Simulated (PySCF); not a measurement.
TaOCl₂, SMILES [O]=[Ta]([Cl])[Cl] (connectivity only; charge and spin as stated), neutral, multiplicity 2. Atoms are numbered in the order given.

```xyz
4

Ta     0.0000     0.0000     0.1623
O      0.0000     0.0000     1.8790
Cl     0.0000    -2.1148    -0.7905
Cl     0.0000     2.1148    -0.7905
```
Charge 0, spin multiplicity 2.

Geometry optimised at B3LYP-D3(BJ)/def2-SVP. The spin state was assumed, not searched. The isomer is the one that the SMILES or the coordinates give; other isomers of the formula were not compared. The def2 effective core potentials stand for the cores of Ta; spin–orbit coupling is left out.

The numbers are results of r2SCAN/def2-TZVPD in PySCF, not measurements.

Mulliken values depend strongly on the basis, most of all with diffuse functions as here. ESP charges are fitted to the potential on shells at 1.4 to 2.0 van der Waals radii. Atomic charges (e):

| atom | Mulliken | ESP fit | Mulliken spin |
|---|---|---|---|
| Ta1 | 1.33 | … | 1.17 |
| O2 | -0.47 | … | -0.09 |
| Cl3 | -0.43 | … | -0.04 |
| Cl4 | -0.43 | … | -0.04 |

**Question.** Fill in the missing entries. (An estimate is asked for; the answer gives what the named calculation found.)

**Answer.** 
- Ta1, ESP fit: 0.69
- O2, ESP fit: -0.38
- Cl3, ESP fit: -0.16
- Cl4, ESP fit: -0.16
